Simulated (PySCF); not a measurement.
Potential energy curve for MgO, singlet.

Calculation: PySCF with CCSD(T) on UHF/cc-pVTZ, 2 core orbitals frozen.

### Question
Relative to R = 1.85 Å, what are the energies at R = 2.03, 2.36, 2.87, 6.03 Å?

### Answer
13.6 kJ/mol at 2.03 Å, 90.0 kJ/mol at 2.36 Å, 208.6 kJ/mol at 2.87 Å, 250.0 kJ/mol at 6.03 Å.

The unrestricted determinant behind UCCSD(T) is spin-contaminated at 1.38 to 6.87 Å (<S²> up to 1.2, against 0.00 for a pure singlet).
